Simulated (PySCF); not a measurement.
Molecule: `C1[C@@H]2C[C@@H](C)C[C@@]21Cl`, C7H11Cl.

Cartesian coordinates in Å; atom numbers follow the order of the lines, from 1:
```xyz
19

C    -2.0171   -0.3035   -0.7034
C    -1.0497    0.2271    0.3503
C    -0.1300    1.3075   -0.2539
C     1.0725    0.5512   -0.7879
C     2.1555    0.2059    0.1986
C     1.0927   -0.7938   -0.1249
Cl    1.5401   -2.2532   -0.9960
C    -0.0964   -0.8922    0.8123
H    -1.4643   -0.7198   -1.5421
H    -2.6594    0.4937   -1.0710
H    -2.6483   -1.0840   -0.2844
H    -1.6235    0.6249    1.1910
H     0.1773    2.0221    0.5124
H    -0.6370    1.8574   -1.0450
H     1.3414    0.6754   -1.8256
H     3.1481    0.0302   -0.1881
H     2.1380    0.6682    1.1750
H     0.2208   -0.7381    1.8456
H    -0.5705   -1.8698    0.7447
```

Frames of a GFN2-xTB Langevin trajectory at 300 K; GIAO PBE0/pcSseg-1 shieldings in PySCF, gas phase, non-relativistic; equivalent atoms averaged within each frame.

References, each an isolated molecule treated in the same way: TMS for 13C (σref 186.93) and 1H (σref 31.72); HCl for 35Cl (σref 949.78). The references are static minima.

How do the shifts (ppm) fluctuate along the trajectory?

Answers


| time (fs) | C8 | C6 | C3 | C2 | C4 | C5 | C1 | Cl7 | H14 | H19 |
| --- | --- | --- | --- | --- | --- | --- | --- | --- | --- | --- |
| optimised geometry | 51.4 | 56.1 | 42.7 | 44.0 | 33.3 | 35.2 | 25.6 | 182 | 1.82 | 1.86 |
| 250 | 67.1 | 60.3 | 45.4 | 41.4 | 31.0 | 30.6 | 23.5 | 203 | 3.38 | 3.23 |
| 425 | 58.2 | 58.5 | 49.8 | 40.0 | 30.7 | 34.1 | 19.1 | 228 | 2.48 | 2.06 |
| 625 | 57.3 | 56.2 | 48.7 | 44.7 | 36.4 | 36.0 | 29.5 | 174 | 2.84 | 1.63 |
| 800 | 61.5 | 57.2 | 52.9 | 47.2 | 25.4 | 38.0 | 19.8 | 179 | 2.62 | 2.15 |
| 1000 | 60.4 | 70.3 | 43.9 | 44.8 | 36.1 | 30.5 | 24.4 | 240 | 1.04 | 2.80 |
| mean of frames | 60.9 | 60.5 | 48.1 | 43.6 | 31.9 | 33.8 | 23.3 | 205 | 2.47 | 2.37 |
| standard deviation | 3.8 | 5.7 | 3.6 | 2.9 | 4.5 | 3.3 | 4.2 | 29 | 0.87 | 0.63 |

5 frames give an uncertainty of the mean of about the standard deviation over 2.2 at best, since frames this close in time may not be independent; classical motion lacks zero-point vibration, and the reference would need the same averaging.
